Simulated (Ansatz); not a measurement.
`[O][GaH2]` radical, relaxed with UKS PBE0-D4/def2-TZVP in the Gaussian-basis code of Ansatz from a PBE-D4/def2-SVP geometry. The force threshold is 0.005 eV/Å; the program also tests the step.

Charge 0, multiplicity 2.

Start:

```xyz
4

O    -1.388   -0.750    0.594
Ga    0.086    0.043   -0.033
H     0.115    0.290   -1.586
H     1.187    0.418    1.025
```

(1) How much energy does the relaxation release, and in how many steps? (An estimate is asked.)

(2) Which bonds change most? (Best estimate.)

(3) Give the relaxed structure. (Best estimate.)

## Answers

(1) The calculation gave: 0.13 kcal/mol, in 3 steps.

(2) Ansatz gave: Ga2–H4 from 1.573 to 1.556 Å; Ga2–H3 from 1.573 to 1.556 Å; O1–Ga2 from 1.787 to 1.794 Å.

(3) Computed: 
```xyz
4

O    -1.375   -0.745    0.595
Ga    0.099    0.054   -0.043
H     0.106    0.284   -1.582
H     1.170    0.407    1.029
```
